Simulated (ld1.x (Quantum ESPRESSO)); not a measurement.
**What the settings do to the RRKJ potential of nitrogen**

Base potential:

ld1.x (Quantum ESPRESSO) 7.5 input, shortened:

```
&input
   title='N', zed=7., rel=1, dft='BP', iswitch=3,
   config='[He] 2s1 2p4 3d-2'
 /
 &inputp
   pseudotype=2, tm=.false., rho0=0.01, lloc=1,
   nlcc=.true.
 /
3
2S  1  0   1.00   0.00  0.90  0.90  0.0
3D  3  2  -2.00   0.05  2.40  2.40  0.0
2P  2  1   4.00   0.00  2.60  2.60  0.0
 &test
   configts(1)='2s1 2p4'
 /
```

Cutoffs, loose and tight: the cutoffs (Ry, on a coarse ladder) from which the occupation-weighted sum of valence levels, in a spherical-Bessel basis at the reference potential, stays within 10 and 1 mRy of its value at 400 Ry. They do not see the model core or the augmentation charge, which bear on the density cutoff. Test errors are all-electron minus pseudo excitation energies from the reference, over the configurations 2s2 2p3; 2s2 2p2; 2s2 2p1; 2s1 2p3; 2s0 2p5; 2s1 2p0; 2s2 2p0. A dash means not determined; rows that change the core or the reference have their own tests.

The default core radius of the base comes out at 0.40 bohr.

| change | outcome | cutoff, loose | cutoff, tight | bound ghosts | largest test error (meV) |
| --- | --- | --- | --- | --- | --- |
| base | generated | 70 Ry | 90 Ry | none | +7718 |
| core correction none | generated | 70 Ry | 90 Ry | none | +7649 |
| core correction a·sin(br)/r model core inside 0.40 bohr | generated | 70 Ry | 90 Ry | none | +7718 |
| core correction a·sin(br)/r model core inside 0.52 bohr | generated | 70 Ry | 90 Ry | none | +7724 |
| core correction a·sin(br)/r model core inside 0.62 bohr | generated | 70 Ry | 90 Ry | none | +7694 |
| core correction a·sin(br)/r model core inside 0.76 bohr | generated | 70 Ry | 90 Ry | none | +7650 |
| core correction a·sin(br)/r model core inside 0.84 bohr | generated | 70 Ry | 90 Ry | none | +7643 |
| core correction a·sin(br)/r model core inside 0.96 bohr | generated | 70 Ry | 90 Ry | none | +7643 |
| core correction a·sin(br)/r model core inside 1.10 bohr | generated | 70 Ry | 90 Ry | none | +7646 |
